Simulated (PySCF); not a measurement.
Structure problem from calculated spectra and properties.

Formula: C6H5O2; charge -1.

* Couplings: largest of the computed one-bond spin–spin couplings (means over like bonds): 13C–1H +163.7, 13C–1H +157.4, 13C–1H +149.2, 13C–1H +148.9, 13C–13C +73.9, 17O–1H -71.4, 13C–13C +69.2, 13C–13C +66.5 Hz [B3LYP/pcJ-1, spin–dipole term left out]
* Rotational structure: rotational constants A, B, C: 3.789, 1.871, 1.253 GHz [PBE0-D3(BJ)/def2-SVP]
* NMR, other nuclei: isotropic shieldings of nuclei other than C and H, by class: 50 (1 O), 243 (1 O) ppm [GIAO HF/pcSseg-2]
* 1H NMR: chemical shifts (computed TMS as zero) by class: 6.82 (1 H), 5.54 (1 H), 5.20 (1 H), 4.79 (1 H), 3.08 (1 H) ppm [GIAO HF/pcSseg-2]
* 13C NMR: chemical shifts (computed TMS as zero) by class: 194.0 (1 C), 173.3 (1 C), 145.0 (1 C), 114.3 (1 C), 101.6 (1 C), 83.4 (1 C) ppm [GIAO HF/pcSseg-2]

Gas-phase values; electronic properties from PySCF, density fitting. Levels stand in brackets. The structure is a single PBE0-D3(BJ)/def2-SVP conformer in the gas phase; no vibrational or solvent corrections. The geometry's basis has no diffuse functions, a weakness for an anion. No diffuse functions stand in pcJ-1 and pcSseg-2, which bears on an anion's orbital energies. Each NMR value is the plain mean over a class of atoms that symmetry, rotation or inversion makes alike.

Problem. What is the compound? Reason from the data.

Solution. Numbering: `[O-:1][c:2]1[cH:3][cH:4][cH:5][c:6]([OH:7])[cH:8]1`. 6 carbons fall into 6 classes; from least to most shielded: aromatic carbon bearing oxygen [C2] (194.0 ppm), aromatic carbon bearing oxygen [C6] (173.3 ppm), aromatic CH carbon [C4] (145.0 ppm), aromatic CH carbon [C3] (114.3 ppm), aromatic CH carbon [C8] (101.6 ppm), aromatic CH carbon [C5] (83.4 ppm). Hydrogen classes from least to most shielded: 1 H on an aromatic CH carbon, C4 (6.82 ppm), 1 H on an aromatic CH carbon, C3 (5.54 ppm), 1 H on an aromatic CH carbon, C8 (5.20 ppm), 1 H on an aromatic CH carbon, C5 (4.79 ppm), 1 H on a phenol-type oxygen, O7 (3.08 ppm). The other shieldings belong to: 50 ppm, aryloxide oxygen [O1]; 243 ppm, phenol-type oxygen [O7]. The couplings run between: +163.7 Hz, aromatic CH carbon [C5] and its hydrogen; +157.4 Hz, aromatic CH carbon [C3] and its hydrogen; +149.2 Hz, aromatic CH carbon [C8] and its hydrogen; +148.9 Hz, aromatic CH carbon [C4] and its hydrogen; +73.9 Hz, aromatic CH carbon [C5] and aromatic carbon bearing oxygen [C6]; -71.4 Hz, phenol-type oxygen [O7] and its hydrogen; +69.2 Hz, aromatic carbon bearing oxygen [C6] and aromatic CH carbon [C8]; +66.5 Hz, aromatic CH carbon [C4] and aromatic CH carbon [C5]. The optimised geometry has point group Cs and is an asymmetric top. Structure: `c1ccc(cc1O)[O-]`. The assignments are read from this structure; whether some other isomer fits the data as well wasn't checked.

The values belong to the conformer `[O-:1][c:2]1[cH:3][cH:4][cH:5][c:6]([OH:7])[cH:8]1`: H–O7–C6–C5 180°.
